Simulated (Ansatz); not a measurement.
**Worked example: the enthalpy of formation of C2H3BrO (acetyl bromide)**

C2H3BrO has 7 atoms, charge 0, and is taken as a singlet. As SMILES, `CC(=O)Br`. Geometry: relaxed at PBE0-D4/def2-TZVP.

Total energies at B2PLYP/6-31G* (spherical functions), 12 core orbitals frozen (Ansatz 0.2.0); the atoms run unrestricted:

```tsv
species	state	energy (Eh)
C2H3BrO	singlet	-2726.539817
C	triplet	-37.808708
O	triplet	-75.003244
Br	doublet	-2573.411270
H	doublet	-0.496918
```

Harmonic wavenumbers at PBE0-D4/def2-TZVP, in cm⁻¹: 137, 301, 353, 504, 582, 963, 1033, 1109, 1378, 1452, 1453, 1923, 3071, 3153, 3175.

Measured heats of formation of the gaseous atoms at 298.15 K, in kJ/mol: C 716.9, O 249.2, Br 111.9, H 218.0. Spin-orbit lowering of the atoms at 298 K (mean of the ground term's levels less their thermal mean, from spectra), in kJ/mol: C 0.02, O 0.40, Br 14.69. Take 1 Eh = 2625.50 kJ/mol, 1 cm⁻¹ = 0.0119627 kJ/mol, RT = 2.479 kJ/mol.

Task: What heat of formation follows?

Result: 
1. Electronic atomisation energy: 2 × (-37.808708) + (-75.003244) + (-2573.411270) + 3 × (-0.496918) − (-2726.539817) = 1.017133 Eh = 2670.5 kJ/mol.
2. Zero-point energy: half the sum of the wavenumbers, 10293.5 cm⁻¹ = 123.1 kJ/mol.
3. Thermal vibrational enthalpy, Σ hcν̃/(exp(hcν̃/kT) − 1): 5.1 kJ/mol. Translation, rotation and pV of a non-linear molecule: 4 RT = 9.9 kJ/mol.
4. The 7 free atoms carry 5/2 RT each: 43.4 kJ/mol.
5. Spin-orbit coupling lowers the free atoms by 2 × 0.02 + 0.40 + 14.69 = 15.1 kJ/mol.
6. Atomisation enthalpy at 298 K: 2670.5 − 15.1 − 123.1 − 5.1 − 9.9 + 43.4 = 2560.7 kJ/mol.
7. Sum of the atoms' heats of formation: 2448.9 kJ/mol. Heat of formation: 2448.9 − 2560.7 = -111.8 kJ/mol.

The tabulated value is -190.4 kJ/mol (CRC Handbook of Chemistry and Physics), so this level is off by +78.6 kJ/mol, or 3.0 % of the atomisation enthalpy. Relativity is left out. A double-zeta basis underbinds. Anharmonicity and any spin-orbit splitting of the molecule are left out, and so is core correlation.
